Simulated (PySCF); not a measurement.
PySCF input:

```python
from pyscf import gto, scf, dft

mol = gto.M(
    atom='''
    Si   -1.52844235   -0.59639633    0.07234357
    Ge    0.72022193    0.28693164   -0.03474156
    H    -2.25016024   -0.03933995   -1.14584848
    H    -2.24052846    0.21391062    1.14543090
    H     1.41590051   -0.63460543   -1.13725411
    H     1.42587937   -0.37222897    1.23659161
    ''',
    basis='def2-tzvpd',
    charge=-1,
    spin=1,
    verbose=4,
)

mf = dft.UKS(mol, xc='bp86').density_fit(auxbasis='def2-universal-jkfit')
mf.grids.level = 3
mf.conv_tol = 1e-9
mf.max_cycle = 100
mf.max_memory = 1500
mf.kernel()
if not mf.converged:
    mf = mf.newton()
    mf.kernel(mf.make_rdm1())
for _ in range(2):
    mo, _, stable, _ = mf.stability(return_status=True)
    if stable:
        break
    mf.kernel(mf.make_rdm1(mo, mf.mo_occ))
mf.analyze()
```

Q: Which total energy does the run end on?

A: -2369.20384 Eh (BP86/def2-TZVPD).
